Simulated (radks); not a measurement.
Q: The cadmium ion Cd+, 47 electrons, occupied as [Kr] 4d10 5s1. All-electron calculation, Dirac Kohn-Sham, BLYP, spin-unpolarised, spherical densities, finite nucleus; Fermi nuclear charge, rms radius 4.6087 fm. Program: a radial shooting solver on a logarithmic mesh with Libxc functionals. Some entries of the table are withheld. Estimate them.

| orbital | occ. | eigenvalue (Ry) | <r> (bohr) |
|---|---|---|---|
| 1s1/2 | 2 | -1949.279 | 0.03040 |
| 2s1/2 | 2 | -289.8637 | 0.1313 |
| 2p1/2 | 2 | -269.9267 | 0.1112 |
| 2p3/2 | 4 | -255.7735 | 0.1164 |
| 3s1/2 | 2 | -54.52895 | 0.3582 |
| 3p1/2 | 2 | -46.53727 | 0.3495 |
| 3p3/2 | 4 | -44.01036 | 0.3605 |
| 3d3/2 | 4 | (1) | 0.3327 |
| 3d5/2 | 6 | (2) | 0.3362 |
| 4s1/2 | 2 | -8.41875 | 0.8788 |
| 4p1/2 | 2 | -5.85561 | 0.9388 |
| 4p3/2 | 4 | -5.42556 | 0.9700 |
| 4d3/2 | 4 | -1.52880 | 1.264 |
| 4d5/2 | 6 | -1.47689 | 1.283 |
| 5s1/2 | 1 | -0.96742 | 2.653 |
| 5p1/2 | 0 | (3) | 3.370 |
| 5p3/2 | 0 | (4) | 3.485 |

A: 
(1) 3d3/2 eigenvalue (Ry): -29.85610
(2) 3d5/2 eigenvalue (Ry): -29.34253
(3) 5p1/2 eigenvalue (Ry): -0.56746
(4) 5p3/2 eigenvalue (Ry): -0.54304
